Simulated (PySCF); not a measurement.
Mg: excitation energy

Mg [Ne] 3s2 (1S) → Mg [Ne] 3s1 3p1 (3P), as a difference of total energies. Calculation: PySCF 2.14, in ANO-RCC-VTZP (5s4p2d1f, 34 functions); the spin-free X2C one-electron Hamiltonian (Gaussian nucleus). Correlated levels: valence: [Ne] frozen. The calculations carry no spin-orbit coupling.

**Question.** Order these methods by the excitation energy they give, lowest first.
A. CCSD (valence)
B. SCS-MP2 (valence)
C. UHF
D. MP2 (valence)

**Answer.** C (1.815 eV), D (2.333 eV), B (2.480 eV), A (2.622 eV).

Errors of the correlated levels include the incompleteness of this basis and the frozen core.

The basis was made for the ground configuration and has no added diffuse functions, so the excitation energy can come out too high.

With two correlated electrons CCSD is exact in that space.

For comparison: 2.714 eV (measured; NIST levels, between the centres of gravity of the two terms).
